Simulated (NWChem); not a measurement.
Molecule: SiHSCl$_{2}$F; SMILES F[Si](S)(Cl)Cl

```xyz
6

F     -0.0247     0.1551     1.8606
Si    -0.0076     0.0142     0.2642
S      0.7942    -1.8554    -0.3418
Cl    -1.9347     0.0977    -0.4129
Cl     1.0701     1.6174    -0.4290
H      2.0274    -1.6251     0.1635
```
Atoms are numbered in this order, from 1.

Program: NWChem. Pople sets run with spherical d functions. STO-3G and 3-21G are far too small for this property and stand as cheap habits. Coordinates come from a B3LYP/6-31G* (spherical d) optimisation. Field at 589 nm.

Q: Order these by “anisotropy (bohr³)”, lowest first: B3LYP/6-31G*; B3LYP/def2-SVP; B3LYP/def2-SVPD; B3LYP/STO-3G.

A: B3LYP/STO-3G (18.8), B3LYP/def2-SVPD (19.7), B3LYP/def2-SVP (20.6), B3LYP/6-31G* (21.7)
